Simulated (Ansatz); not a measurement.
System: C2H8N2, charge 0, singlet. C2H8N2 (SMILES NCCN).
B3LYP-D3(BJ)/def2-TZVP minimum from Ansatz (a quantum-chemistry and plane-wave program):
```
C
H 1 1.0913
H 1 1.1021 2 106.72
N 1 1.4625 2 108.58 3 122.90
H 4 1.0123 1 110.90 2 -54.22
H 4 1.0137 5 107.05 1 120.96
C 1 1.5216 2 108.57 3 -117.10
H 7 1.0913 1 108.57 2 -57.72
H 7 1.1021 8 106.72 1 117.10
N 7 1.4625 8 108.58 9 122.90
H 10 1.0123 7 110.90 8 -54.22
H 10 1.0137 11 107.05 7 120.96
```

Atomisation energy term by term, kcal/mol (programs: Ansatz). Radicals and triplets start from unrestricted determinants; spin-orbit coupling is neglected. Cores are frozen in correlated methods. Rows without X2C or -DK are non-relativistic. CBS(X,Y): correlation extrapolated as X^-3, Hartree-Fock from the larger set. A bracket is a step between two methods taken in the basis named. '+ core + X2C': CCSD(T) terms for core correlation (cc-pwCVTZ) and scalar relativity (cc-pVTZ-DK). Where a partner has so few electrons that a lower coupled-cluster level is exact, that level stands in.

```json
[
 {"term": "Hartree-Fock", "basis": "cc-pVQZ", "kcal/mol": "733.51"},
 {"term": "CCSD correlation", "basis": "CBS(cc-pVTZ,cc-pVQZ)", "kcal/mol": "292.23"},
 {"term": "(T)", "basis": "CBS(cc-pVTZ,cc-pVQZ)", "kcal/mol": "15.97"},
 {"term": "CCSDT(Q) - CCSD(T)", "basis": "cc-pVDZ", "kcal/mol": "0.70"},
 {"term": "core correlation", "basis": "cc-pwCVTZ", "kcal/mol": "3.57"},
 {"term": "scalar relativity", "basis": "X2C, cc-pVTZ-DK", "kcal/mol": "-0.92"},
 {"term": "sum: De", "basis": "", "kcal/mol": "1045.0"}
]
```
